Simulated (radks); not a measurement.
Initial-state core-level shifts of the sulfur ion S+ when its valence configuration changes from [Ne] 3s2 3p3. Method: Dirac Kohn-Sham, PBE, spin-unpolarised, spherical densities, point nucleus; open shells are shared between the two j in proportion to 2j + 1; computed with a radial shooting solver on a logarithmic mesh with Libxc functionals. Shifts are changes of the shell-averaged eigenvalues in eV (positive: less bound).

valence,1s,2s,2p
3s1 3p4,-1.416,-1.394,-1.377
3s1.5 3p3.5,-0.717,-0.704,-0.697
3p5,-2.765,-2.730,-2.696
3s0.5 3p4.5,-2.098,-2.069,-2.044
